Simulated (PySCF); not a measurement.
# Assigning NMR signals

Structure with atom numbers: `[CH2:1]=[C:2]([CH3:3])[SiH2:4][Si@H:5]([SiH3:6])[Cl:7]` (H(Xn): hydrogen on atom n). Ha(C1) is cis to C3; Ha(Si4) is pro-R; Hb(Si4) is pro-S; Hb(C1) is trans to C3.

PySCF 2.14.0 with density-fitted response routines calculation with structure optimised with GFN2-xTB and NMR shieldings at PBE0/pcSseg-1/GIAO; single conformer, gas phase, non-relativistic Hamiltonian, one averaged value for each set of equivalent atoms.

Referencing at the same level of theory: 13C and 1H vs TMS.

**Question.** Assign these signals to the numbered atoms. 13C{1H} NMR (computed): δ 151.6 (C), 137.0 (CH2), 29.6 (CH3).

**Answer.** 
```tsv
δ (ppm)	atoms	environment	reason
151.6	C2	fully substituted alkene carbon	as expected for a trigonal carbon in a double bond
137.0	C1	terminal =CH2 carbon	an sp2 carbon of a C=C bond
29.6	C3	allylic methyl carbon	saturated and bonded to C and H only
```

**Question.** Assign these signals to the numbered atoms. 1H NMR (400 MHz, computed): δ 5.95 (br s, 1H), 5.89 (m, 1H), 5.02 (br s, 1H), 4.48 (m, 1H), 4.38 (m, 1H), 3.71 (d, 3H), 2.09 (s, 3H).

**Answer.** 
| δ (ppm) | atoms | environment | reason |
| --- | --- | --- | --- |
| 5.95 | Ha(C1) | hydrogen on a terminal =CH2 carbon | olefinic region |
| 5.89 | H(Si5) | hydrogen on a silicon bonded to Cl, 2 Si | – |
| 5.02 | Hb(C1) | hydrogen on a terminal =CH2 carbon | attached to an sp2 carbon and in the plane of the double bond |
| 4.48 | Hb(Si4) | hydrogen on a silicon bonded to C, Si | – |
| 4.38 | Ha(Si4) | hydrogen on a silicon bonded to C, Si | – |
| 3.71 | H(Si6) | hydrogen on a silicon bonded to Si | – |
| 2.09 | H(C3) | hydrogen on an allylic methyl carbon | allylic position |

Ha(C1) and H(Si5); Hb(Si4) and Ha(Si4) lie closer than the usual error of such a calculation, so a measured spectrum could show them in the other order.

Shifts are as computed. Against solution values, carbons near 30 ppm lie about +3 ppm off and those near 130 ppm about +5 ppm. Of 1211 compounds with measured shifts, 218 miss one by over three times the rms of a fit or turn the order of signals round; such compounds aren't used in these exercises. No couplings were computed; multiplicities are counted from neighbouring protons, with m where these are inequivalent, close in shift, in a saturated or five-membered ring or joined by F or P, and br s for small geminal =CH2 splittings.
